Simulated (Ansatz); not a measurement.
CH3BFN, SMILES `FC1BN1`, relaxed with RKS PBE-D4/def2-SVP in Ansatz 0.2.0 from a rough embedded geometry. The force threshold is 0.03 eV/Å; the program also tests the step.

Charge 0, multiplicity 1.

Start:

```xyz
7

F     1.239   -0.613    1.216
C     0.010   -0.192    0.655
B     0.186    0.801   -0.502
N    -0.116   -0.757   -0.730
H    -0.940   -0.189    1.240
H     0.750    1.758   -0.955
H    -1.127   -0.808   -0.924
```

(1) By how much does the energy fall, and how many steps does the optimiser take? (An estimate is asked.)

(2) Which bonds change most? (Estimate.)

(3) Give the relaxed structure. (Best estimate.)

Answers

(1) Ansatz gave: 135.12 kJ/mol, in 9 steps.

(2) Computed: B3–N4 from 1.603 to 1.370 Å; C2–N4 from 1.501 to 1.435 Å; C2–B3 from 1.535 to 1.564 Å; F1–C2 from 1.415 to 1.389 Å.

(3) Ansatz gave: 
```xyz
7

F     1.049   -0.922    1.190
C     0.017   -0.124    0.712
B     0.259    0.827   -0.506
N    -0.381   -0.377   -0.644
H    -0.768   -0.054    1.491
H     0.659    1.794   -1.097
H    -0.834   -1.144   -1.146
```
